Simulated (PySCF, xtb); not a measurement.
C3H5NOSi, SMILES O[Si@H]1C=CN=C1.

GFN2-xTB (xtb) at its own geometry gives an orbital gap of 1.83 eV and a dipole moment of 1.90 D.

The structure is a stationary point at ωB97X-D3(BJ)/def2-SVP. The structure was generated by enumeration; whether it is a known compound was not checked. The values are those of a single conformer.

Question: What does PBE/def2-TZVP in PySCF give? (The exact figures need the calculation; the answer reports its results.)

Answer: gap 2.52 eV (levels -5.73 and -3.20 eV), dipole 1.33 D.
